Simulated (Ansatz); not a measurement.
Basis-set series for C2H4AlF (`C=[CH][AlH][F]`). The species carries charge 0 and has multiplicity 1. The geometry is a stationary point of PBE0-D4/def2-TZVP. It is one conformer, not always the lowest.

| functional | basis | functions | energy (Eh) | HOMO (eV) | LUMO (eV) |
| --- | --- | --- | --- | --- | --- |
| PBE0-D4 | def2-SVP | 80 | -420.41211 | -8.32 | -1.31 |
| PBE0-D4 | def2-TZVPP | 191 | -420.71233 | -8.36 | -1.40 |
| ωB97M-V | def2-SVP | 80 | -420.63279 | -10.51 | 0.58 |
| ωB97M-V | def2-TZVPP | 191 | -420.94015 | -10.58 | 0.41 |

Problem. Give the rows for def2-QZVPP. (An estimate is asked.)

Solution. Ansatz gave: 
```tsv
functional	basis	functions	energy (Eh)	HOMO (eV)	LUMO (eV)
PBE0-D4	def2-QZVPP	361	-420.73047	-8.37	-1.43
ωB97M-V	def2-QZVPP	361	-420.95736	-10.60	0.26
```

Positive LUMOs are unbound and depend on the basis.
